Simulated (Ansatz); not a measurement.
Mulliken charges of `C[O][Mo]([F])(=[S])([Cl])[Cl]` from PBE/def2-TZVPP in Ansatz (PBE0-D4/def2-TZVP geometry).

| atom | x (Å) | y (Å) | z (Å) | charge (e) |
| --- | --- | --- | --- | --- |
| C1 | 0.469 | -1.670 | -0.115 | -0.105 |
| O2 | -0.063 | -0.503 | -0.673 | -0.294 |
| Mo3 | -0.437 | 1.181 | -0.056 | 0.993 |
| F4 | -2.035 | 0.495 | 0.605 | -0.317 |
| S5 | -0.855 | 2.279 | -1.758 | -0.206 |
| Cl6 | -0.660 | 2.706 | 1.628 | -0.202 |
| Cl7 | 1.828 | 1.372 | 0.297 | -0.228 |
| H8 | 1.496 | -1.469 | 0.214 | 0.114 |
| H9 | -0.131 | -1.994 | 0.741 | 0.125 |
| H10 | 0.471 | -2.449 | -0.879 | 0.120 |

Problem. By hand: the dipole of these point charges (1 e Å = 4.8032 D).

Solution. Σ q r = (0.284, -0.700, -0.060) e Å, of length 0.758 e Å = 3.64 D.

Problem. How does the dipole of the full density compare? (Best estimate.)

Solution. The calculation gave: (0.159, -0.615, -0.200) e Å, 3.20 D; the point charges give 1.14 times that, at 15° from its direction.

Point charges leave out the atoms' own dipoles, such as those of lone pairs, and Mulliken's split depends on the basis, so the close match here is no proof of good charges.
